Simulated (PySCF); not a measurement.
A GIAO shielding run with PySCF 2.14 (density fitting, non-relativistic, gas phase) on SMILES CC[C@@H]([SiH3])[C@H]([SiH3])[SiH2]C, C$_{5}$H$_{18}$Si$_{3}$:

```
$ OMP_NUM_THREADS=1 python probes_run.py task.json out

{"job": {"kind": "nmr", "xc": "PBE0", "basis": "pcSseg-1"}, "charge": 0, "multiplicity": 1}
C     -3.067483     0.381604     1.366701
C     -1.650315     0.830210     1.032813
C     -0.822279    -0.246802     0.321118
Si    -1.606792    -0.757796    -1.341692
C      0.652381     0.191868     0.223870
Si     1.007885     1.575812    -1.037773
Si     1.840005    -1.291001     0.015742
C      3.603149    -0.769254     0.480840
H     -3.050223    -0.550273     1.928734
H     -3.648842     0.224424     0.461667
H     -3.571234     1.134985     1.969612
H     -1.694868     1.729541     0.414653
H     -1.146463     1.105023     1.966289
H     -0.850908    -1.133938     0.969950
H     -0.645598    -1.501554    -2.155173
H     -2.057134     0.434083    -2.066261
H     -2.757394    -1.635843    -1.099474
H      0.910492     0.620213     1.204575
H      0.927992     1.060099    -2.406370
H      0.079541     2.703601    -0.901474
H      2.355533     2.100424    -0.793059
H      1.415473    -2.377014     0.916915
H      1.843421    -1.811237    -1.357347
H      4.285068    -1.609989     0.405870
H      3.971473     0.011402    -0.177065
H      3.656073    -0.395974     1.499248
```

Hardware: 1 thread of an Arm Neoverse N1, shared host. The job also computes population analyses, field gradients.

Question: How large is the calculation?

Answer: 90 electrons, 247 basis functions and 1350 auxiliary functions.

Question: How long does it take, and how much memory does it need?

Answer: 110 s of wall time, with 12 SCF cycles and 4 response iterations; peak memory 1.2 GiB. Times on a shared host scatter by some tens of per cent.
